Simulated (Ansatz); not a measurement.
`[OH][Sn]([F])([F])[F]` + ethylene → `C=[CH][Sn]([F])([F])[F]` + H₂O at 400 K and 1 bar (formal exchange of groups at the Sn–O bond).

Isolated molecules relaxed with PBE0-D4/def2-TZVP in Ansatz; ΔE leaves out vibrations. CCSD(T)/CBS is the MP2 limit (def2-TZVPP, def2-QZVPP) plus CCSD(T) − MP2 in def2-TZVPP, frozen cores. This one scheme is used for every species. Elements past krypton have def2 core potentials. For Sn outer-core shells are correlated without core-valence functions, which leaves a few kJ/mol of doubt a bond. One conformer a species, not always the lowest.

| species | CCSD(T)/CBS energy (Eh) | H − E (kJ/mol) | S (J/(mol·K)) |
| --- | --- | --- | --- |
| `[OH][Sn]([F])([F])[F]` | -589.29279 | 81.9 | 392.7 |
| `C=C` | -78.48111 | 149.4 | 232.7 |
| `C=[CH][Sn]([F])([F])[F]` | -591.39224 | 162.9 | 422.4 |
| H₂O | -76.37941 | 69.8 | 198.6 |

H − E and S are ideal-gas, rigid-rotor, harmonic terms from PBE0-D4/def2-TZVP, for one conformer and one mirror image of each species. 1 Eh = 2625.50 kJ/mol, R = 8.31446 J/(mol·K).

By hand: ΔE, ΔH, ΔS and ΔG.

ΔE = (-591.39224) + (-76.37941) − (-589.29279) − (-78.48111) = 0.00225 Eh = 5.9 kJ/mol. Δ(H − E) = 162.9 + 69.8 − 81.9 − 149.4 = 1.4, so ΔH = 7.3 kJ/mol. ΔS = 422.4 + 198.6 − 392.7 − 232.7 = -4.4 J/(mol·K). ΔG = 7.3 − 400 × (-4.4)/1000 = 9.1 kJ/mol.

By hand: the equilibrium constant, and the temperature at which ΔG would vanish if ΔH and ΔS stayed fixed.

log₁₀ K = −ΔG/(RT ln 10) = -1.2. ΔH and −TΔS have one sign here, so there is no such temperature. One of them is within its doubt of zero, so this could turn.

The number of gas molecules stays the same, so ΔS is small and ΔH decides. A doubt of 5 kJ/mol in ΔE shifts log₁₀ K by 0.7 here. Other conformers and mirror images would add mixing entropy, several J/(mol·K) or more a flexible species. Modes under 60 cm⁻¹, often nearly free rotors, make the harmonic entropy too high. These are equilibria of isolated gas molecules and say nothing of rates. Largest T1 diagnostic: 0.015 (customary marks: 0.02 for closed shells, 0.045 for open ones).
